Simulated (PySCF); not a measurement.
# A thermochemical cycle for KSe

CCSD(T) in PySCF with def2-SVP on every atom, for the lowest determinant that a PBE0 search found; no spin–orbit coupling. KSe, a doublet (π ↑), has De = 1.99 eV to neutral atoms, and KSe⁺, a triplet (π ↑↑), has De = 0.40 eV to K⁺ + Se.

At the same level the K atom ionises at 4.11 eV.

What is the adiabatic ionisation energy of the molecule, and does ionisation strengthen or weaken the bond?

IE = IE(K) + De(neutral) − De(ion) = 4.11 + 1.99 − 0.40 = 5.70 eV. De changes by -1.59 eV, so ionisation weakens the bond.

Correlated steps freeze 14 core orbitals. Weak bonds: KSe⁺. Basis-set superposition, not corrected here, can be much of De in a small basis, most of all at correlated wavefunction levels. Spin–orbit coupling is left out. For an ion De counts to the pair picked by the measured ionisation energies or electron affinities, which need not be the lowest pair at this level. States were picked by a PBE0 search and need not be the measured ground states.
